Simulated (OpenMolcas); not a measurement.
# How basis sets differ on Si2NH6Cl (SMILES N[SiH]([SiH3])Cl)

Si2NH6Cl: 10 atoms, total charge 0, spin state singlet. SMILES: `N[SiH]([SiH3])Cl`. Geometry: relaxed at PBE0-D4/def2-TZVP. This is one conformer, not always the lowest.

Quantity: the HOMO–LUMO gap, in eV. The values are calculated.

| level | kind | program | value (eV) | CPU time |
| --- | --- | --- | --- | --- |
| HF/ANO-R0 (sfX2C) | Hartree–Fock | OpenMolcas | 14.00 | 5.3 s |
| HF/ANO-RCC-MB (DKH2) | Hartree–Fock | OpenMolcas | 15.40 | 5.7 s |
| HF/STO-3G | Hartree–Fock | OpenMolcas | 17.73 | 3.5 s |
| HF/3-21G | Hartree–Fock | OpenMolcas | 14.31 | 4.9 s |
| HF/6-31G* (spherical functions) | Hartree–Fock | OpenMolcas | 14.10 | 13 s |

The values span 14.00 to 17.73 eV. A Hartree–Fock LUMO above zero doesn't converge with the basis: it sinks as sets grow more diffuse. Orbital gaps aren't excitation energies. Times are those of the runs behind each value, whatever else they computed, on shared processors of several kinds: orders of magnitude only.
